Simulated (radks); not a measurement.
Spin polarisation of the 5d9 shell in the mercury ion Hg3+. Start: [Xe] 4f14 5d(up 4.5, down 4.5); electrons of 5d are moved from spin down to spin up, other shells keep equal spins. Calculated with a radial shooting solver on a logarithmic mesh with Libxc functionals: scalar-relativistic Kohn-Sham, PBE, spin-polarised, spherical densities, finite nucleus; Fermi nuclear charge, rms radius of each element as measured or else 0.836 A^(1/3) + 0.57 fm.

moment (Bohr magnetons)  E - E(0) (eV)  e(5d up) (eV)  e(5d down) (eV)  5p down minus up (eV)
0                                0.000        -42.479          -42.479                  0.000
0.25                            -0.011        -42.569          -42.388                  0.166
0.5                             -0.045        -42.656          -42.295                  0.331
0.75                            -0.101        -42.742          -42.201                  0.497
1                               -0.180        -42.827          -42.104                  0.663

At moment 1 the spin-polarisation energy is -0.180 eV and the 5d exchange splitting 0.722 eV, that is 0.722 eV per Bohr magneton; E = -I m^2/4 would give I = 0.722 eV.
